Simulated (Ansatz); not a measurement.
Reaction (SMILES): C=[SiH2] (CH2-SiH2) → [CH]=[SiH2] (CH-SiH2) + H atom
B3LYP-D3(BJ)/def2-TZVP geometries, fixed; electronic energies without zero-point terms.

Basis-set convergence of the bond dissociation energy at wB97M-V with Ansatz (an electronic-structure program). Cartesian d functions, on some or all atoms, in 6-31G*, 6-31+G*, 6-311G**, 6-311+G**; all else is spherical. The program fits the integrals of some runs and decomposes those of others, by size. Open shells are unrestricted. The functional holds VV10 correlation; no added dispersion term, no relativity. Functions are those of the species that has most. Reference: the value in aug-pcseg-3, 114.91 kcal/mol, itself unsure by roughly 0.01 kcal/mol (its mean distance from aug-cc-pV(Q+d)Z, cc-pV(5+d)Z, def2-QZVPPD). Deviations are taken from unrounded values.

```csv
basis,functions,bond dissociation energy (kcal/mol)
6-31G*,42,115.86
6-31+G*,50,115.68
def2-SVP,52,115.63
def2-SVPD,76,116.07
pcseg-1,52,114.51
aug-pcseg-1,86,114.54
cc-pV(D+d)Z,57,114.72
aug-cc-pV(D+d)Z,91,114.45
6-311G**,69,114.98
6-311+G**,77,115.00
def2-TZVP,92,114.72
def2-TZVPD,116,114.68
pcseg-2,120,114.96
aug-pcseg-2,188,115.00
cc-pV(T+d)Z,125,115.14
aug-cc-pV(T+d)Z,193,114.96
def2-TZVPP,129,115.05
def2-TZVPPD,153,115.01
cc-pV(Q+d)Z,239,114.98
aug-cc-pV(Q+d)Z,353,114.90
def2-QZVPP,247,114.91
def2-QZVPPD,271,114.90
pcseg-3,256,114.89
aug-pcseg-3,370,114.91
```

What the diffuse functions change, pair by pair:
- 6-31G* to 6-31+G*: 8 more functions, deviation 0.95 to 0.77 kcal/mol
- def2-SVP to def2-SVPD: 24 more functions, deviation 0.72 to 1.16 kcal/mol
- pcseg-1 to aug-pcseg-1: 34 more functions, deviation -0.40 to -0.37 kcal/mol
- cc-pV(D+d)Z to aug-cc-pV(D+d)Z: 34 more functions, deviation -0.18 to -0.46 kcal/mol
- 6-311G** to 6-311+G**: 8 more functions, deviation 0.07 to 0.09 kcal/mol
- def2-TZVP to def2-TZVPD: 24 more functions, deviation -0.19 to -0.23 kcal/mol
- pcseg-2 to aug-pcseg-2: 68 more functions, deviation 0.05 to 0.09 kcal/mol
- cc-pV(T+d)Z to aug-cc-pV(T+d)Z: 68 more functions, deviation 0.23 to 0.05 kcal/mol
- def2-TZVPP to def2-TZVPPD: 24 more functions, deviation 0.14 to 0.10 kcal/mol
- cc-pV(Q+d)Z to aug-cc-pV(Q+d)Z: 114 more functions, deviation 0.07 to -0.01 kcal/mol
- def2-QZVPP to def2-QZVPPD: 24 more functions, deviation 0.00 to -0.01 kcal/mol
- pcseg-3 to aug-pcseg-3: 114 more functions, deviation -0.02 to 0.00 kcal/mol

Leaving out the reference's own pair, they bring the value nearer the reference by more than 0.01 kcal/mol in 5 of 11 pairs.
